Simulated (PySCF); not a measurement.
**Kr²³⁺: ionisation energy**

Kr²³⁺ [Ne] 3s2 3p1 (2P) → Kr²⁴⁺ [Ne] 3s2 (1S), as a difference of total energies. All numbers are calculated (PySCF 2.14, the non-relativistic Hamiltonian (point nucleus), in an even-tempered Gaussian basis (17 s from 2.2 bohr⁻², ratio 2.5; 11 p from 2.9 bohr⁻², ratio 2.5; 5 d from 13 bohr⁻², ratio 2.7; 4 f from 20 bohr⁻², ratio 2.7)). Correlated levels: outer shells: 1s2 frozen; virtual orbitals above 40 to 60 times the deepest correlated orbital energy dropped. The calculations carry no spin-orbit coupling.

```json
{"method": "UHF", "ionisation energy (eV)": "1035.3"}
{"method": "MP2 (outer shells)", "ionisation energy (eV)": "1035.7"}
{"method": "SCS-MP2 (outer shells)", "ionisation energy (eV)": "1035.6"}
{"method": "CCSD (outer shells)", "ionisation energy (eV)": "1035.7"}
{"method": "CCSD(T) (outer shells)", "ionisation energy (eV)": "1035.7"}
```

A first-order spin-orbit estimate (lowest level to lowest level, LS coupling) adds 7.109 eV.

All relativistic terms are absent from these numbers, so their closeness to the reference says little about the methods.

For comparison: 1042 ± 5 eV (semi-empirical (NIST evaluation); NIST Atomic Spectra Database, ionization energies).
